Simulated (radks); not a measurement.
Results of a calculation; reference values are marked as such.
Ga+, configuration [Ar] 3d10 4s1 5d1 (not the ground configuration). Level of theory: Dirac Kohn-Sham, PBE, spin-unpolarised, spherical densities, finite nucleus; open shells fill j = l - 1/2 first; Fermi nuclear charge, rms radius 3.9973 fm (a radial shooting solver on a logarithmic mesh with Libxc functionals).

Radial electron density D(r) = 4 pi r^2 rho(r):

```
   r/bohr * D(r) (the largest magnitude, 42.4, reaches the edge; | marks zero)
 0.002213 | *
 0.003024 |  *
 0.004131 |    *
 0.005644 |       *
  0.00771 |            *
  0.01053 |                    *
  0.01451 |                             *
  0.01982 |                                       *
  0.02707 |                                               *
  0.03699 |                                                *
  0.05053 |                                            *
  0.06903 |                                       *
  0.09431 |                                           *
   0.1288 |                                                     *
    0.176 |                                                      *
   0.2405 |                                      *
   0.3285 |                          *
   0.4488 |                               *
    0.618 |                                *
   0.8443 |                    *
    1.153 |        *
    1.576 |  *
    2.153 |*
    2.941 *
    4.018 *
    5.489 *
    7.499 *
    10.24 *
       14 *
    19.12 *
```

D(r) has 4 maxima, at r = 0.0339, 0.154, 0.544, 10.0 bohr, and minima at 0.0724, 0.342, 5.49 bohr, inside which lie 2.10, 10.94, 29.13 electrons.
